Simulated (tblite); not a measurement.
Species: C₅H₁₁NO₂S.
SMILES with atom numbers: `[CH3:1][CH2:2][S:3](=[O:4])(=[O:5])[CH2:6]/[CH:7]=[N:8]\[CH3:9]` (hydrogens: H10, H11, H12 on C1; H13, H14 on C2; H15, H16 on C6; H17 on C7; H18, H19, H20 on C9)

Structure used (GFN2-xTB), in Å, numbered top down from 1:
```xyz
20
C5H11NO2S angstrom
C      2.669    0.562    0.715
C      1.182    0.490    0.448
S      0.966   -0.384   -1.138
O      1.495   -1.712   -1.011
O      1.480    0.445   -2.194
C     -0.857   -0.509   -1.368
C     -1.406   -1.253   -0.202
N     -2.085   -0.850    0.774
C     -2.547    0.489    0.957
H      2.877    1.074    1.652
H      3.159    1.091   -0.099
H      3.074   -0.446    0.762
H      0.735    1.473    0.329
H      0.653   -0.093    1.196
H     -0.983   -1.065   -2.293
H     -1.219    0.508   -1.481
H     -1.131   -2.303   -0.182
H     -2.128    0.855    1.896
H     -2.307    1.196    0.155
H     -3.630    0.442    1.082
```

Computed with GFN2-xTB (tblite): harmonic, unscaled wavenumbers at the GFN2-xTB geometry, gas phase. This tight-binding method is rough: wavenumbers can miss measured ones by several per cent, in bad cases by 10 to 20. One conformer, not necessarily the lowest.

Harmonic wavenumbers (cm⁻¹): 35.4, 47.0, 62.4, 90.0, 123.1, 159.4, 180.3, 243.7, 278.4, 316.5, 317.8, 418.4, 453.0, 492.1, 555.6, 636.9, 711.4, 790.3, 830.5, 863.7, 955.1, 962.5, 995.1, 1039.9, 1071.2, 1088.1, 1094.6, 1104.9, 1125.0, 1140.7, 1211.3, 1213.9, 1259.5, 1330.9, 1385.3, 1396.6, 1413.8, 1427.3, 1455.4, 1471.7, 1473.3, 1487.9, 1740.7, 2919.0, 2986.8, 3006.2, 3019.3, 3021.0, 3023.2, 3028.1, 3029.0, 3041.6, 3047.6, 3052.2.

A = 2147, B = 953.4, C = 821.2 MHz; mass 149.051 u (most abundant isotopes); point group C1, symmetry number 1.

Problem. What is the zero-point energy?

Solution. Half the sum of the wavenumbers: 34812 cm⁻¹ = 416.45 kJ/mol.

Problem. What is S at 350 K and 1 bar for an ideal gas of classical rigid rotors and harmonic oscillators?

Solution. Translation 174.60, rotation 126.00, vibration 181.51: S = 482.1 J/(mol K).

Problem. And Cp and H(350 K) − H(0)?

Solution. Cp = 196.64 J/(mol K), of which vibrations give 163.38 (their classical limit is 54 R = 449.0); H(350 K) − H(0) = 42.56 kJ/mol without the zero-point energy, 30.92 from vibrations.

Problem. How do the functions run with temperature in this model?

Solution. 
```csv
T (K),S (J/(mol K)),Cp (J/(mol K)),H − H(0) (kJ/mol),G − H(0) (kJ/mol),ln q(vib)
50,259.7,66.3,2.41,-10.57,1.05
100,314.1,92.6,6.42,-24.99,2.92
298.15,452.4,174.7,32.93,-101.95,9.61
373.15,495.0,206.2,47.22,-137.49,11.91
500,562.1,253.2,76.46,-204.60,15.63
750,678.3,319.6,148.68,-360.08,22.54
1000,776.7,363.2,234.37,-542.28,28.87
```

q(vib) and H(0) count from the zero-point level.

Problem. Blend soft modes into free rotors: weight 1/[1 + (100 cm⁻¹/ν̃)⁴] for the oscillator and the rest for a rotor with moment μB/(μ + B), μ = h/(8π²ν), B = 10⁻⁴⁴ kg m². What vibrational entropy results?

Solution. 160.78 J/(mol K) in place of 181.51, which changes −T·S at 350 K by +7.25 kJ/mol.

Hindered rotation and anharmonicity are outside this model. Other conformers, if any are populated, would add a mixing term that is left out. The structure is chiral; the term R ln 2 for an equal mix with its mirror image is left out.
